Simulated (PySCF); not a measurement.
Compound: C6H10F2Si2.
Geometry (GFN2-xTB, Å), atoms numbered from 1 in this order:
```xyz
20
C6H10F2Si2 angstrom
C      3.708   -0.391    0.493
C      2.586   -0.140    0.157
C      1.222    0.171   -0.202
C      0.553    0.989    0.919
Si    -1.203    1.563    0.469
C     -2.177   -0.042    0.038
F     -2.224   -0.842    1.176
C     -1.511   -0.860   -1.058
F     -1.420   -0.050   -2.186
Si     0.263   -1.442   -0.590
H      4.696   -0.607    0.770
H      1.254    0.783   -1.113
H      1.179    1.854    1.151
H      0.521    0.384    1.828
H     -1.869    2.173    1.621
H     -1.223    2.429   -0.711
H     -3.223    0.167   -0.218
H     -2.148   -1.703   -1.352
H      0.177   -2.325    0.573
H      0.833   -2.100   -1.767
```

Probes without a nucleus sit at each ring's centroid and 1 Å off its mean plane on both sides; NICS is minus the shielding there, NICSzz its component along the normal. Level: GIAO PBE0/pcSseg-1 (PySCF, non-relativistic, gas phase) on the GFN2-xTB geometry, one conformer.

Ring bond lengths (Å), with Mayer bond orders in brackets: C3–C4 1.541 (1.01), C4–Si5 1.901 (0.91), Si5–C6 1.927 (0.83), C6–C8 1.522 (1.02), C8–Si10 1.925 (0.82), Si10–C3 1.916 (0.84).

What do the NICS probes read (ppm)?

```csv
ring,type,NICS(0),"NICS(1), two faces","NICS(1)zz, two faces",rms pucker (Å),"centre to ring atoms, mean (Å)"
C3–C4–Si5–C6–C8–Si10,6-membered ring with 2 Si; formal bonds all single,-1.2,-1.4 / -1.6,4.8 / 4.3,0.28,1.72
```

What do they say, and how far can they be read as aromaticity?

- C3–C4–Si5–C6–C8–Si10: mean NICS(1)zz 4.5 ppm, deshielded. C3, C4, Si5, C6, C8, Si10 have four or more neighbours, so the value isn't read as a sign of a π ring current.

What field does 14.1 T along the ring normal induce along that normal at the first NICS(1) probe listed for ring C3–C4–Si5–C6–C8–Si10, 1 Å off the ring?

NICSzz × B0 = 4.8 ppm × 14.1 T = 68 μT, along the applied field.

List the ring angles and the Hirshfeld charges of the ring atoms.

- C3–C4–Si5–C6–C8–Si10: C3 112.2° (-0.093 e), C4 112.9° (-0.151 e), Si5 105.6° (+0.331 e), C6 112.8° (-0.036 e), C8 113.0° (-0.035 e), Si10 104.8° (+0.335 e); sum 661.2° against 720° for a flat convex ring.

How shielded are the nuclei of the rings and their hydrogens (means over atoms taken as equivalent)?

| atoms | environment | σ isotropic (ppm) | principal values of the symmetric part, first atom (ppm) |
| --- | --- | --- | --- |
| C3 | sp3 carbon bound to silicon | 177.7 | 163.9, 176.1, 193.2 |
| C4 | sp3 carbon bound to silicon | 173.7 | 161.4, 165.6, 194.2 |
| Si5 | SiH2 silicon | 397.4 | 372.7, 389.5, 429.9 |
| C6 | sp3 C–F carbon | 99.6 | 54.4, 78.1, 166.3 |
| C8 | sp3 C–F carbon | 98.0 | 54.7, 78.0, 161.3 |
| Si10 | SiH2 silicon | 392.4 | 367.6, 380.6, 429.2 |
| H12 | methine hydrogen | 29.37 | 24.5, 29.5, 34.2 |
| H13 | methylene hydrogen | 30.17 | 24.7, 28.7, 37.0 |
| H14 | methylene hydrogen | 30.22 | 27.2, 28.5, 35.0 |
| H15 | Si–H hydrogen | 27.54 | 23.9, 24.9, 33.8 |
| H16 | Si–H hydrogen | 27.46 | 24.6, 25.3, 32.5 |
| H17 | methine hydrogen | 26.29 | 23.5, 26.0, 29.4 |
| H18 | methine hydrogen | 26.30 | 23.6, 26.1, 29.3 |
| H19 | Si–H hydrogen | 27.47 | 24.7, 25.9, 31.8 |

The list is cut; further classes of hydrogen are left out.

On one thread, Arm Neoverse V1 (aarch64), on a shared host, this took 60 s and 1.1 GiB of memory at its peak. This is the whole shielding run at PBE0/pcSseg-1, SCF included.
